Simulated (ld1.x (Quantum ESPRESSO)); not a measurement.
oxygen (O): ultrasoft pseudisation with BP86, scalar-relativistic reference atom.

Input for ld1.x (Quantum ESPRESSO) 7.5:

```
&input
   title='O', zed=8., rel=1, dft='BP', iswitch=3,
   config='[He] 2s1.75 2p4.25',
   nld=2, rlderiv=1.05, eminld=-4.0, emaxld=5.0, deld=0.02
 /
 &inputp
   pseudotype=3, tm=.true., lloc=-1, rcloc=0.70,
   nlcc=.true.,
   file_pseudopw='O.UPF', file_wfcaegen='ae.wfc', file_wfcncgen='nc.wfc', file_beta='beta', file_chi='chi', file_wfcusgen='us.wfc'
 /
4
2S  1  0   1.75   0.00  0.70  0.75  0.0
2S  1  0   0.00  -0.85  0.70  0.75  0.0
2P  2  1   4.25   0.00  0.70  0.95  0.0
2P  2  1   0.00  -0.30  0.70  0.95  0.0
 &test
   configts(1)='2s1.75 2p4.25'
 /
```

Command:

```bash
ld1.x < O.in > O.out
```

The program printed (shortened: banner, matrices, multipoles, cross overlaps and the repeated all-electron block are left out):

```
Program LD1 v.7.5
     --------------------------- All-electron run ----------------------------

     O
     scalar relativistic calculation

     atomic number is  8.00
     dft =BP   lsd =0 sic =0 latt =0  beta=0.20 tr2=1.0E-14
     Exchange-correlation= BP
                           (   1   1   1   1   0   0   0)
     mesh =1095 r(mesh) =  99.04343 a.u. xmin = -7.00 dx = 0.01250
     1 Ry =  13.60569312 eV, c = 137.03599908

     n l     nl                  e(Ry)          e(Ha)          e(eV)
     1 0     1S 1( 2.00)       -37.8828       -18.9414      -515.4222
     2 0     2S 1( 1.75)        -1.7769        -0.8885       -24.1766
     2 1     2P 1( 4.25)        -0.6789        -0.3395        -9.2376

     final scf error:  4.0E-15 reached in  24 iterations

     Etot =    -149.884058 Ry,     -74.942029 Ha,   -2039.276498 eV

     Ekin =     149.659519 Ry,      74.829760 Ha,    2036.221494 eV
     Encl =    -355.689193 Ry,    -177.844597 Ha,   -4839.398013 eV
     Eh   =      72.822358 Ry,      36.411179 Ha,     990.798653 eV
     Exc  =     -16.676742 Ry,      -8.338371 Ha,    -226.898633 eV

     normalization and overlap integrals

     s(1S/1S) =  1.000000  <r> =   0.1994  <r2> =    0.0537  r(max) =   0.1298
     s(2S/2S) =  1.000000  <r> =   1.1394  <r2> =    1.5803  r(max) =   0.8677
     s(2P/2P) =  1.000000  <r> =   1.2608  <r2> =    2.1129  r(max) =   0.8151

     ------------------------ End of All-electron run ------------------------

     --------------------- Generating US pseudopotential ---------------------

      Generating local potential from pseudized AE potential:
      Matching radius rcloc =   0.7000

      Local pseudo, rcloc= 0.702 Estimated cut-off energy=    48.54 Ry

      Computing core charge for nlcc:

       r > 0.34 : true rho core
       r < 0.34 : rho core = a sin(br)/r    a=  13.04  b=   7.61

      Integrated core pseudo-charge :   0.85

      Wfc   2S  rcut= 0.702  Using Troullier-Martins method
      Wfc-us  2S rcutus= 0.756  Estimated cut-off energy=    75.18 Ry

      Wfc   2S  rcut= 0.702  Using Troullier-Martins method
      Wfc-us  2S rcutus= 0.756  Estimated cut-off energy=    76.53 Ry

      Wfc   2P  rcut= 0.702  Using Troullier-Martins method
      Wfc-us  2P rcutus= 0.947  Estimated cut-off energy=    84.41 Ry

      Wfc   2P  rcut= 0.702  Using Troullier-Martins method
      Wfc-us  2P rcutus= 0.947  Estimated cut-off energy=    85.40 Ry

     ------------------- End of pseudopotential generation -------------------

     Computing logarithmic derivative in   1.05319
     Computing logarithmic derivative in   1.05319
     Computing the partial wave expansion
     R is outside the sphere for l=    0 j= 0.00
     R is outside the sphere for l=    0 j= 0.00
     R is outside the sphere for l=    1 j= 0.00
     R is outside the sphere for l=    1 j= 0.00

     ---------------------- Testing the pseudopotential ----------------------

     O
     scalar relativistic calculation

     atomic number is  8.00   valence charge is  6.00
     dft =BP   lsd =0 sic =0 latt =0  beta=0.20 tr2=1.0E-14
     mesh =1095 r(mesh) =  99.04343 xmin = -7.00 dx = 0.01250

     n l     nl             e AE (Ry)        e PS (Ry)    De AE-PS (Ry)
     1 0     2S   1( 1.75)       -1.77695       -1.77698        0.00004
     2 1     2P   1( 4.25)       -0.67895       -0.67896        0.00001

     eps = 1.6E-15  iter =  4

     Etot =    -149.884058 Ry,     -74.942029 Ha,   -2039.276498 eV
     Etotps =   -33.614660 Ry,     -16.807330 Ha,    -457.350751 eV

     Ekin =      20.567154 Ry,      10.283577 Ha,     279.830385 eV
     Encl =     -76.076563 Ry,     -38.038281 Ha,   -1035.074364 eV
     Ehrt =      27.289356 Ry,      13.644678 Ha,     371.290601 eV
     Ecxc =      -9.016997 Ry,      -4.508499 Ha,    -122.682498 eV
     (Ecc =      -2.159193 Ry,      -1.079596 Ha,     -29.377314 eV)
     Epseu=       3.622390 Ry,       1.811195 Ha,      49.285125 eV

     ---------------------- End of pseudopotential test ----------------------
```

Generation and configuration tests took about 0.66 s on one core of a shared server CPU.
